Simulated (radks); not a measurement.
Problem. All-electron atom: Cd1.5+ in [Kr] 4d10 5s(up 0.25, down 0.25) (fractional occupations, a model configuration). Calculated with a radial shooting solver on a logarithmic mesh with Libxc functionals: scalar-relativistic Kohn-Sham, PBE, spin-polarised, spherical densities, point nucleus. Some entries of the table are withheld. Estimate them.

orbital  occ.  eigenvalue (hartree)  r(max) (bohr)
1s          2                   (1)        0.01968
2s          2             -145.2209         0.1112
2p          6             -130.3544        0.08898
3s          2             -27.47446         0.3239
3p          6                   (2)            (3)
3d         10             -14.96701         0.2658
4s          2              -4.39722         0.7955
4p          6              -2.96662         0.8458
4d         10              -0.93166         0.9806
5s        0.5              -0.62838            (4)

Solution. 
(1) 1s eigenvalue (hartree): -975.3102
(2) 3p eigenvalue (hartree): -22.59784
(3) 3p r(max) (bohr): 0.3171
(4) 5s r(max) (bohr): 2.192
